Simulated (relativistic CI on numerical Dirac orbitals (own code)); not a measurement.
Ru XI: q coefficients and field-shift factors

Method of calculation: Dirac-Coulomb-Breit CI, separate exchange-only KLI orbitals for each configuration, derivatives by finite differences, unscaled Slater integrals, QED left out (own radial code, finite nucleus).

CI space (outside the closed core [Ar] 3d10): 4s²4p⁴, 4s4p⁵, 4p⁶, 4s²4p³4d, 4s4p⁴4d, 4s²4p³4f. Double excitations out of closed p, d and f shells are left out; levels of such configurations are missing from the list, as are those of other unlisted configurations, and high levels can miss mixing partners.

With x = (α/α₀)² − 1 an excitation energy changes as ω = ω₀ + qx; K = 2q/ω₀ is the relative enhancement. Terms are leading LS components, so labels can repeat. The field-shift factor is F = δν/δ⟨r²⟩ for the transition from the lowest level.

Lowest level 4s²4p⁴ ³P2.

```
        Level  ω₀ (cm⁻¹)  q (cm⁻¹)  F (GHz/fm²)
   4s²4p⁴ ³P0      23176     12500       -0.326
   4s²4p⁴ ³P1      29129     34300       -0.579
   4s²4p⁴ ¹D2      47523     32340       -0.507
   4s²4p⁴ ¹S0     100223     56840        -1.63
   4s4p⁵ ³P°2     280407     43300        -36.2
   4s4p⁵ ³P°1     298215     57340        -35.7
   4s4p⁵ ³P°0     313144     77610        -36.1
   4s4p⁵ ¹P°1     361315     58960        -27.8
4s²4p³4d ⁵D°0     388888     22700         1.05
4s²4p³4d ⁵D°2     389403     20940         1.27
4s²4p³4d ⁵D°3     389602     20540          1.4
4s²4p³4d ⁵D°1     389959     25260        0.988
4s²4p³4d ⁵D°4     392802     25470          1.4
```

At this charge energies of transitions that change n are usually good to better than 1 %, and those within a shell (Δn = 0) to a few per cent.

(1) Which transition from the lowest level has the largest |K|?

## Answers

(1) 4s²4p⁴ ³P1 at 29129 cm⁻¹, K = 2.35.
